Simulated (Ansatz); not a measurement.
Ansatz (a program for electronic structure) input (B3LYP-D3(BJ)/def2-TZVP):

Ansatz 0.2 input:
```yaml
crystal:
  periodic: [false, false, false]
  atoms:
    - {symbol: C, position_ang: [-2.24302844, 0.33675043, -0.14786613]}
    - {symbol: C, position_ang: [-0.96105170, -0.26758352, 0.33526853]}
    - {symbol: O, position_ang: [0.20433167, 0.52666858, -0.30556129]}
    - {symbol: C, position_ang: [1.63581688, 0.10058843, -0.14032817]}
    - {symbol: O, position_ang: [1.84975342, -0.94376257, 0.30964879]}
    - {symbol: H, position_ang: [-2.34212440, 0.27322980, -1.23087181]}
    - {symbol: H, position_ang: [-3.05674278, -0.24166963, 0.29629957]}
    - {symbol: H, position_ang: [-2.36691324, 1.36897478, 0.18465174]}
    - {symbol: H, position_ang: [-0.79075608, -0.18731429, 1.40525334]}
    - {symbol: H, position_ang: [-0.77701775, -1.27676885, -0.01761900]}
    - {symbol: H, position_ang: [2.27063122, 0.90073014, -0.52782893]}
    - {symbol: H, position_ang: [0.03982181, 1.48103801, -0.42503009]}
basis:
  gaussian:
    orbitals: def2-TZVP
hamiltonian:
  xc: b3lyp
  dispersion: d3bj
total_charge: 1
phonons: {temperatures: {t_min: 298.15, t_max: 298.15, t_step: 100}}
```

Output:

```
Functional definition: B3LYP
integrals: 0.10 GiB planned
1150 factors; their error is unknown
mean field: 0.96 GiB planned
mean field evaluation 1: about -7298.0749 eV, gradient 9.3e1 eV
mean field evaluation 2: about -7279.3698 eV, gradient 1.3e2 eV
mean field evaluation 4: about -7313.6948 eV, gradient 1.1e1 eV
mean field evaluation 8: about -7313.8961 eV, gradient 2.4e-1 eV
mean field evaluation 16: about -7313.8822 eV, gradient 3.3e-4 eV
mean field -7313.88224006 eV, -268.7802147949 hartree, gradient 3.5e-5 eV, S^2 0.000000; 0 other end points of the search recorded, 0 dependent functions left out
the calculation of the forces begins
reference -7313.88248672 eV, -268.7802238595 hartree; 20, 20 occupied and 177, 177 virtual orbitals, 1150 factors
these checks for a lower state are left out or cut short: stability, starts, cluster_reference, orbital_swaps, neighbouring_geometries, increment
integrals: 0.10 GiB planned
1150 factors; their error is unknown
mean field: 0.96 GiB planned
mean field -7313.88204815 eV, -268.7802077424 hartree, gradient 2.2e-6 eV, S^2 0.000000; 0 other end points of the search recorded, 0 dependent functions left out
the calculation of the forces begins
reference -7313.88229478 eV, -268.7802168056 hartree; 20, 20 occupied and 177, 177 virtual orbitals, 1150 factors
these checks for a lower state are left out or cut short: stability, starts, cluster_reference, orbital_swaps, neighbouring_geometries, increment
integrals: 0.10 GiB planned
1150 factors; their error is unknown
mean field: 0.96 GiB planned
mean field evaluation 32: about -7313.8821 eV, gradient 1.9e-6 eV
mean field -7313.88213435 eV, -268.7802109101 hartree, gradient 2.2e-6 eV, S^2 0.000000; 0 other end points of the search recorded, 0 dependent functions left out
the calculation of the forces begins
reference -7313.88238105 eV, -268.7802199761 hartree; 20, 20 occupied and 177, 177 virtual orbitals, 1150 factors
these checks for a lower state are left out or cut short: stability, starts, cluster_reference, orbital_swaps, neighbouring_geometries, increment
integrals: 0.10 GiB planned
1150 factors; their error is unknown
mean field: 0.96 GiB planned
mean field -7313.88207161 eV, -268.7802086044 hartree, gradient 2.2e-6 eV, S^2 0.000000; 0 other end points of the search recorded, 0 dependent functions left out
the calculation of the forces begins
reference -7313.88231824 eV, -268.7802176677 hartree; 20, 20 occupied and 177, 177 virtual orbitals, 1150 factors
these checks for a lower state are left out or cut short: stability, starts, cluster_reference, orbital_swaps, neighbouring_geometries, increment
integrals: 0.10 GiB planned
1150 factors; their error is unknown
mean field: 0.96 GiB planned
mean field -7313.88206482 eV, -268.7802083549 hartree, gradient 2.2e-6 eV, S^2 0.000000; 0 other end points of the search recorded, 0 dependent functions left out
the calculation of the forces begins
reference -7313.88231152 eV, -268.7802174209 hartree; 20, 20 occupied and 177, 177 virtual orbitals, 1150 factors
these checks for a lower state are left out or cut short: stability, starts, cluster_reference, orbital_swaps, neighbouring_geometries, increment
integrals: 0.10 GiB planned
1150 factors; their error is unknown
mean field: 0.96 GiB planned
mean field -7313.88206338 eV, -268.7802083020 hartree, gradient 2.2e-6 eV, S^2 0.000000; 0 other end points of the search recorded, 0 dependent functions left out
the calculation of the forces begins
reference -7313.88231004 eV, -268.7802173665 hartree; 20, 20 occupied and 177, 177 virtual orbitals, 1150 factors
these checks for a lower state are left out or cut short: stability, starts, cluster_reference, orbital_swaps, neighbouring_geometries, increment
integrals: 0.10 GiB planned
[...]
mean field: 0.96 GiB planned
mean field -7313.88221635 eV, -268.7802139233 hartree, gradient 2.2e-6 eV, S^2 0.000000; 0 other end points of the search recorded, 0 dependent functions left out
the calculation of the forces begins
reference -7313.88246299 eV, -268.7802229873 hartree; 20, 20 occupied and 177, 177 virtual orbitals, 1150 factors
these checks for a lower state are left out or cut short: stability, starts, cluster_reference, orbital_swaps, neighbouring_geometries, increment
integrals: 0.10 GiB planned
1150 factors; their error is unknown
mean field: 0.96 GiB planned
mean field -7313.88221088 eV, -268.7802137226 hartree, gradient 2.2e-6 eV, S^2 0.000000; 0 other end points of the search recorded, 0 dependent functions left out
the calculation of the forces begins
reference -7313.88245756 eV, -268.7802227878 hartree; 20, 20 occupied and 177, 177 virtual orbitals, 1150 factors
these checks for a lower state are left out or cut short: stability, starts, cluster_reference, orbital_swaps, neighbouring_geometries, increment
integrals: 0.10 GiB planned
1150 factors; their error is unknown
mean field: 0.96 GiB planned
mean field -7313.88221476 eV, -268.7802138651 hartree, gradient 2.2e-6 eV, S^2 0.000000; 0 other end points of the search recorded, 0 dependent functions left out
the calculation of the forces begins
reference -7313.88246144 eV, -268.7802229304 hartree; 20, 20 occupied and 177, 177 virtual orbitals, 1150 factors
these checks for a lower state are left out or cut short: stability, starts, cluster_reference, orbital_swaps, neighbouring_geometries, increment
integrals: 0.10 GiB planned
1150 factors; their error is unknown
mean field: 0.96 GiB planned
mean field evaluation 448: about -7313.8971 eV, gradient 2.8e-4 eV
mean field -7313.88217131 eV, -268.7802122682 hartree, gradient 2.2e-6 eV, S^2 0.000000; 0 other end points of the search recorded, 0 dependent functions left out
the calculation of the forces begins
reference -7313.88241795 eV, -268.7802213320 hartree; 20, 20 occupied and 177, 177 virtual orbitals, 1150 factors
these checks for a lower state are left out or cut short: stability, starts, cluster_reference, orbital_swaps, neighbouring_geometries, increment
integrals: 0.10 GiB planned
1150 factors; their error is unknown
mean field: 0.96 GiB planned
mean field -7313.88218336 eV, -268.7802127110 hartree, gradient 2.2e-6 eV, S^2 0.000000; 0 other end points of the search recorded, 0 dependent functions left out
the calculation of the forces begins
reference -7313.88243001 eV, -268.7802217753 hartree; 20, 20 occupied and 177, 177 virtual orbitals, 1150 factors
these checks for a lower state are left out or cut short: stability, starts, cluster_reference, orbital_swaps, neighbouring_geometries, increment
integrals: 0.10 GiB planned
1150 factors; their error is unknown
mean field: 0.96 GiB planned
mean field -7313.88217142 eV, -268.7802122722 hartree, gradient 2.2e-6 eV, S^2 0.000000; 0 other end points of the search recorded, 0 dependent functions left out
the calculation of the forces begins
reference -7313.88241808 eV, -268.7802213370 hartree; 20, 20 occupied and 177, 177 virtual orbitals, 1150 factors
these checks for a lower state are left out or cut short: stability, starts, cluster_reference, orbital_swaps, neighbouring_geometries, increment
integrals: 0.10 GiB planned
1150 factors; their error is unknown
mean field: 0.96 GiB planned
mean field -7313.88221649 eV, -268.7802139288 hartree, gradient 2.2e-6 eV, S^2 0.000000; 0 other end points of the search recorded, 0 dependent functions left out
the calculation of the forces begins
reference -7313.88246315 eV, -268.7802229933 hartree; 20, 20 occupied and 177, 177 virtual orbitals, 1150 factors
these checks for a lower state are left out or cut short: stability, starts, cluster_reference, orbital_swaps, neighbouring_geometries, increment
integrals: 0.10 GiB planned
1150 factors; their error is unknown
mean field: 0.96 GiB planned
mean field evaluation 480: about -7313.8822 eV, gradient 1.9e-6 eV
mean field -7313.88222482 eV, -268.7802142346 hartree, gradient 2.2e-6 eV, S^2 0.000000; 0 other end points of the search recorded, 0 dependent functions left out
the calculation of the forces begins
reference -7313.88247148 eV, -268.7802232993 hartree; 20, 20 occupied and 177, 177 virtual orbitals, 1150 factors
these checks for a lower state are left out or cut short: stability, starts, cluster_reference, orbital_swaps, neighbouring_geometries, increment
integrals: 0.10 GiB planned
1150 factors; their error is unknown
mean field: 0.96 GiB planned
mean field -7313.88223029 eV, -268.7802144356 hartree, gradient 2.2e-6 eV, S^2 0.000000; 0 other end points of the search recorded, 0 dependent functions left out
the calculation of the forces begins
reference -7313.88247694 eV, -268.7802234999 hartree; 20, 20 occupied and 177, 177 virtual orbitals, 1150 factors
these checks for a lower state are left out or cut short: stability, starts, cluster_reference, orbital_swaps, neighbouring_geometries, increment
integrals: 0.10 GiB planned
1150 factors; their error is unknown
mean field: 0.96 GiB planned
mean field -7313.88220971 eV, -268.7802136794 hartree, gradient 2.2e-6 eV, S^2 0.000000; 0 other end points of the search recorded, 0 dependent functions left out
the calculation of the forces begins
reference -7313.88245638 eV, -268.7802227443 hartree; 20, 20 occupied and 177, 177 virtual orbitals, 1150 factors
these checks for a lower state are left out or cut short: stability, starts, cluster_reference, orbital_swaps, neighbouring_geometries, increment
integrals: 0.10 GiB planned
1150 factors; their error is unknown
mean field: 0.96 GiB planned
mean field -7313.88212602 eV, -268.7802106040 hartree, gradient 2.2e-6 eV, S^2 0.000000; 0 other end points of the search recorded, 0 dependent functions left out
the calculation of the forces begins
reference -7313.88237270 eV, -268.7802196692 hartree; 20, 20 occupied and 177, 177 virtual orbitals, 1150 factors
these checks for a lower state are left out or cut short: stability, starts, cluster_reference, orbital_swaps, neighbouring_geometries, increment
integrals: 0.10 GiB planned
1150 factors; their error is unknown
mean field: 0.96 GiB planned
mean field -7313.88207505 eV, -268.7802087307 hartree, gradient 2.2e-6 eV, S^2 0.000000; 0 other end points of the search recorded, 0 dependent functions left out
the calculation of the forces begins
reference -7313.88232169 eV, -268.7802177947 hartree; 20, 20 occupied and 177, 177 virtual orbitals, 1150 factors
these checks for a lower state are left out or cut short: stability, starts, cluster_reference, orbital_swaps, neighbouring_geometries, increment
integrals: 0.10 GiB planned
1150 factors; their error is unknown
mean field: 0.96 GiB planned
mean field evaluation 512: about -7313.8819 eV, gradient 5.3e-1 eV
mean field -7313.88222692 eV, -268.7802143118 hartree, gradient 2.2e-6 eV, S^2 0.000000; 0 other end points of the search recorded, 0 dependent functions left out
the calculation of the forces begins
reference -7313.88247359 eV, -268.7802233767 hartree; 20, 20 occupied and 177, 177 virtual orbitals, 1150 factors
these checks for a lower state are left out or cut short: stability, starts, cluster_reference, orbital_swaps, neighbouring_geometries, increment
integrals: 0.10 GiB planned
1150 factors; their error is unknown
mean field: 0.96 GiB planned
mean field -7313.88224404 eV, -268.7802149411 hartree, gradient 2.2e-6 eV, S^2 0.000000; 0 other end points of the search recorded, 0 dependent functions left out
the calculation of the forces begins
reference -7313.88249069 eV, -268.7802240054 hartree; 20, 20 occupied and 177, 177 virtual orbitals, 1150 factors
Total energy: -7314.21613032 eV, -268.7924850356 hartree
Atom 0 at    -2.243028     0.336750    -0.147866 Å, force     0.000268     0.000453     0.000437 eV/Å
Atom 1 at    -0.961052    -0.267584     0.335269 Å, force    -0.000275    -0.000434    -0.000643 eV/Å
Atom 2 at     0.204332     0.526669    -0.305561 Å, force     0.001125     0.000120     0.000861 eV/Å
Atom 3 at     1.635817     0.100588    -0.140328 Å, force    -0.001150     0.000417    -0.000650 eV/Å
Atom 4 at     1.849753    -0.943763     0.309649 Å, force    -0.000015     0.000035    -0.000092 eV/Å
Atom 5 at    -2.342124     0.273230    -1.230872 Å, force    -0.000091    -0.000102    -0.000019 eV/Å
Atom 6 at    -3.056743    -0.241670     0.296300 Å, force    -0.000016    -0.000173    -0.000100 eV/Å
Atom 7 at    -2.366913     1.368975     0.184652 Å, force     0.000069    -0.000234    -0.000144 eV/Å
Atom 8 at    -0.790756    -0.187314     1.405253 Å, force    -0.000070     0.000168     0.000103 eV/Å
Atom 9 at    -0.777018    -1.276769    -0.017619 Å, force    -0.000021     0.000302     0.000217 eV/Å
Atom 10 at     2.270631     0.900730    -0.527829 Å, force     0.000424    -0.000147     0.000253 eV/Å
Atom 11 at     0.039822     1.481038    -0.425030 Å, force    -0.000249    -0.000405    -0.000224 eV/Å
Dipole moment:    -0.109816     0.702319    -0.158450 e Å
Vibrations: 36.97 166.75 193.04 270.31 319.50 363.54 581.74 670.36 756.57 821.63 962.87 970.59 1110.93 1151.82 1273.33 1321.36 1339.02 1402.29 1422.28 1479.75 1495.56 1505.17 1965.90 3044.42 3104.71 3120.19 3130.55 3131.98 3195.84 3655.06 cm⁻¹, zero-point energy 2.725422 eV
```

It need not be the lowest isomer of its formula.
